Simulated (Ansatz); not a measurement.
Basis sets compared for Zr(OH)Cl3 (ZrCl3OH). The state is a singlet with charge 0. Geometry PBE-D4/def2-SVP. Ansatz on 4 threads of Arm Neoverse V1 on a shared host; times are rough, and most runs start from earlier orbitals.

Cartesian coordinates in Å:
```
Zr -0.180 0.119 0.347
O 0.653 -0.433 -1.260
H 1.079 -0.715 -2.083
Cl -2.075 1.411 -0.176
Cl 1.344 1.402 1.599
Cl -0.821 -1.784 1.572
```

In the def2 sets Zr takes a core potential; there is no spin–orbit coupling.

Binding counts from free atoms (Zr triplet, O triplet, H doublet, Cl doublet) in the same basis, without a counterpoise term.

| level | functions | energy (Eh) | HOMO (eV) | LUMO (eV) | binding per atom (eV) | wall time |
| --- | --- | --- | --- | --- | --- | --- |
| PBE-D4/def2-SVP | 104 | -1502.6818 | -7.79 | -2.66 | – | 1.2 s |
| PBE-D4/def2-TZVP (with forces) | 188 | -1503.2562 | -7.92 | -2.86 | – | 2.3 s |
| r2SCAN-D4/def2-TZVP | 188 | -1503.7811 | -8.32 | -2.75 | – | 4.8 s |
| PBE0-D4/def2-SVP | 104 | -1502.7653 | -9.23 | -1.95 | 4.33 | 1.8 s |
| PBE0-D4/def2-TZVP | 188 | -1503.3343 | -9.31 | -2.09 | 4.26 | 2.9 s |

(1) Estimate the rows for PBE-D4/def2-TZVPD, r2SCAN-D4/def2-TZVPD, PBE0-D4/def2-TZVPD.

Results:

(1) 
```
               level  functions  energy (Eh)  HOMO (eV)  LUMO (eV)  binding per atom (eV)  wall time
   PBE-D4/def2-TZVPD        227   -1503.2586      -7.96      -2.93                      –      3.1 s
r2SCAN-D4/def2-TZVPD        227   -1503.7830      -8.32      -2.78                      –        7 s
  PBE0-D4/def2-TZVPD        227   -1503.3365      -9.33      -2.15                   4.26      4.5 s
```
